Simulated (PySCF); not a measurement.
A structure optimised at B3LYP-D3(BJ)/def2-TZVP, used in a PySCF frequency run:

```
Sb
H 1 1.7229
Cl 1 2.3698 2 93.01
Cl 1 2.3698 2 93.01 3 -99.53
```

**Question.** Write its SMILES, formula and point group.

**Answer.** [Cl][SbH][Cl], Cl₂HSb, Cs

**Question.** What are its rotational constants (standard atomic weights)?

**Answer.** 4.6430, 2.1566, 1.4983 GHz
